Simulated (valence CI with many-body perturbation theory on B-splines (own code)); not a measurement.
# Ca⁶⁺: electric-dipole lines

Calculated by relativistic CI+MBPT: four valence electrons over a frozen Dirac-Fock core [Ne], radial functions for each j: 11 s, 11 p, 10 d, 8 f, 5 g, 2 h, with the one-electron correlation potential Σ1, the two-electron term Σ2, the three-electron term Σ3, Breit, model QED; selected CI, second order for the rest, scaled by the run's own slope (own B-spline code, finite nucleus).

Set against measurement, 21 paired levels are off by 125 cm⁻¹ on average, the worst by 402. These come from a selection out of Sugar and Corliss, J. Phys. Chem. Ref. Data 8, 865 (1979). Levels without a partner in it may be off by more. Among the levels kept, up to 650 cm⁻¹ of a level comes from second order outside the variational space, and about a tenth of that is noise between levels of different J, which matters for small intervals.

Lines 201 to 250 of 571 in falling wavelength, among levels below 659300 cm⁻¹, chosen from the strongest by gf and those to the six lowest levels. Wavelengths and rates use the calculated energies, so an error of 100 cm⁻¹ moves a line at 44.72 nm by 0.045 % and its rate by three times that or more. Electric multipoles are in the length gauge, E1 and E2 with the static RPA response of the core. Weak lines are less certain than strong ones. Lines between different terms over intervals too small for the method are left out, as are lines whose strength nearly cancels. Where a level lies close to another of its J and parity, the split of strength between their lines is uncertain. The highest levels of a list are the least certain.

Names give the largest LS component (configuration and term), which can be under half, so a name can repeat, a term be missing and a line seem to break the LS rules; names also repeat where a configuration has a term twice. Letters in brackets count levels of one name in rising energy.

| λ vac (nm) | λ from measured levels | Upper | Lower | A (s⁻¹) | S (a.u.) |
| --- | --- | --- | --- | --- | --- |
| 44.72 | 44.77 | 3s 3p3 3S°_1 | 3s2 3p2 1D_2 | 4.73e+08 | 6.26e-02 |
| 44.52 |  | 3s 3p2 3d 1D_2 [c] | 3s2 3p 3d 1P°_1 | 3.67e+09 | 8.00e-01 |
| 44.25 |  | 3s2 3p 3d 3F°_2 | 3s2 3p2 1D_2 | 2.10e+07 | 4.49e-03 |
| 43.97 |  | 3s2 3p 3d 3F°_3 | 3s2 3p2 1D_2 | 4.93e+06 | 1.45e-03 |
| 43.64 |  | 3s 3p2 3d 3D_3 [c] | 3s2 3p 3d 3F°_4 | 1.06e+10 | 3.04e+00 |
| 43.58 |  | 3p3 3d 3D°_2 [a] | 3p4 3P_1 | 1.59e+09 | 3.25e-01 |
| 43.57 |  | 3s 3p2 3d 3D_2 [c] | 3s2 3p 3d 3F°_3 | 1.10e+10 | 2.25e+00 |
| 43.43 |  | 3s 3p2 3d 3D_1 [c] | 3s2 3p 3d 3F°_2 | 1.34e+10 | 1.62e+00 |
| 43.31 | 43.36 | 3s 3p3 1P°_1 | 3s2 3p2 1D_2 | 1.36e+10 | 1.63e+00 |
| 43.30 |  | 3s 3p2 3d 3D_2 [c] | 3s2 3p 3d 3F°_2 | 2.11e+09 | 4.23e-01 |
| 43.25 |  | 3s 3p2 3d 3D_3 [c] | 3s2 3p 3d 3F°_3 | 2.16e+09 | 6.04e-01 |
| 43.11 |  | 3p3 3d 3D°_3 [a] | 3p4 3P_2 | 2.09e+09 | 5.79e-01 |
| 43.04 |  | 3s 3p2 3d 3P_2 [a] | 3s 3p3 3P°_2 | 2.17e+09 | 4.28e-01 |
| 43.03 |  | 3s 3p2 3d 3P_2 [a] | 3s 3p3 3P°_1 | 8.03e+08 | 1.58e-01 |
| 42.94 |  | 3s 3p2 3d 3F_3 [c] | 3s2 3p 3d 3F°_4 | 2.46e+09 | 6.73e-01 |
| 42.85 |  | 3s 3p2 3d 1D_2 [c] | 3s2 3p 3d 1F°_3 | 1.81e+10 | 3.51e+00 |
| 42.83 |  | 3s 3p2 3d 3F_4 [c] | 3s2 3p 3d 3F°_4 | 1.05e+10 | 3.67e+00 |
| 42.76 |  | 3s 3p2 3d 3P_2 [c] | 3s2 3p 3d 3D°_3 | 1.21e+10 | 2.34e+00 |
| 42.69 |  | 3s 3p2 3d 3P_2 [c] | 3s2 3p 3d 3D°_2 | 1.20e+09 | 2.31e-01 |
| 42.67 |  | 3s 3p2 3d 1P_1 [b] | 3s2 3p 3d 1D°_2 | 4.36e+09 | 5.02e-01 |
| 42.66 |  | 3s 3p2 3d 3F_2 [c] | 3s2 3p 3d 3F°_3 | 1.83e+09 | 3.51e-01 |
| 42.65 |  | 3s 3p2 3d 3P_1 [a] | 3s 3p3 3P°_2 | 2.03e+09 | 2.34e-01 |
| 42.57 |  | 3s 3p2 3d 3F_3 [c] | 3s2 3p 3d 3F°_3 | 7.80e+09 | 2.08e+00 |
| 42.56 |  | 3s2 3p 4p 1D_2 | 3s2 3p 3d 1P°_1 | 6.79e+09 | 1.29e+00 |
| 42.46 |  | 3s 3p2 3d 3F_4 [c] | 3s2 3p 3d 3F°_3 | 7.47e+08 | 2.54e-01 |
| 42.46 |  | 3s 3p2 3d 3P_1 [c] | 3s2 3p 3d 3D°_2 | 1.22e+10 | 1.39e+00 |
| 42.44 |  | 3s 3p2 3d 3P_0 [a] | 3s 3p3 3P°_1 | 4.20e+09 | 1.58e-01 |
| 42.40 |  | 3s 3p2 3d 3F_2 [c] | 3s2 3p 3d 3F°_2 | 8.66e+09 | 1.63e+00 |
| 42.34 |  | 3s 3p2 3d 3P_1 [c] | 3s2 3p 3d 3D°_1 | 2.77e+09 | 3.11e-01 |
| 42.31 |  | 3s 3p2 3d 3F_3 [c] | 3s2 3p 3d 3F°_2 | 8.17e+08 | 2.14e-01 |
| 42.26 |  | 3s 3p2 3d 3P_0 [c] | 3s2 3p 3d 3D°_1 | 1.78e+10 | 6.61e-01 |
| 42.22 |  | 3p3 3d 3D°_1 [b] | 3s 3p2 3d 3F_2 [a] | 4.91e+09 | 5.47e-01 |
| 42.10 |  | 3p3 3d 3D°_2 [b] | 3s 3p2 3d 3F_3 [a] | 5.25e+09 | 9.67e-01 |
| 42.06 |  | 3s 3p2 3d 1P_1 [b] | 3s2 3p 3d 3P°_2 | 1.67e+09 | 1.83e-01 |
| 42.04 |  | 3p3 3d 3D°_3 [b] | 3s 3p2 3d 3F_4 [a] | 5.60e+09 | 1.44e+00 |
| 41.84 | 41.81 | 3s2 3p 3d 3P°_1 | 3s2 3p2 1S_0 | 5.97e+06 | 6.47e-04 |
| 41.81 |  | 3p3 3d 3D°_3 [b] | 3s 3p2 3d 3F_3 [a] | 5.85e+08 | 1.48e-01 |
| 41.74 |  | 3p3 3d 3F°_4 [b] | 3s 3p2 3d 3F_4 [a] | 9.97e+08 | 3.22e-01 |
| 41.60 |  | 3s 3p2 3d 3P_2 [c] | 3s2 3p 3d 1D°_2 | 1.36e+09 | 2.42e-01 |
| 41.52 |  | 3p3 3d 3F°_3 [b] | 3s 3p2 3d 3F_3 [a] | 8.93e+08 | 2.21e-01 |
| 41.40 | 41.46 | 3s 3p3 3S°_1 | 3s2 3p2 3P_2 | 1.61e+10 | 1.69e+00 |
| 41.35 |  | 3p3 3d 3F°_2 [b] | 3s 3p2 3d 3F_2 [a] | 1.04e+09 | 1.81e-01 |
| 41.34 |  | 3s 3p2 3d 3P_2 [c] | 3s2 3p 3d 3P°_1 | 1.44e+09 | 2.51e-01 |
| 41.25 |  | 3s 3p2 3d 3P_1 [c] | 3s2 3p 3d 3P°_0 | 1.77e+09 | 1.84e-01 |
| 41.20 |  | 3s 3p 3d2 5D°_3 | 3s 3p2 3d 5P_2 | 6.57e+08 | 1.59e-01 |
| 41.19 |  | 3s 3p2 3d 1F_3 [a] | 3s 3p3 1D°_2 | 6.98e+09 | 1.68e+00 |
| 41.12 |  | 3s 3p2 3d 3P_1 [c] | 3s2 3p 3d 3P°_1 | 2.34e+09 | 2.40e-01 |
| 41.11 |  | 3s2 3p 4d 3D°_3 | 3s 3p2 3d 3F_4 [a] | 6.80e+08 | 1.63e-01 |
| 41.02 |  | 3s 3p2 3d 3P_2 [c] | 3s2 3p 3d 3P°_2 | 3.90e+09 | 6.65e-01 |
| 41.01 |  | 3s2 3d2 1G_4 | 3s2 3p 3d 1F°_3 | 1.97e+10 | 6.05e+00 |
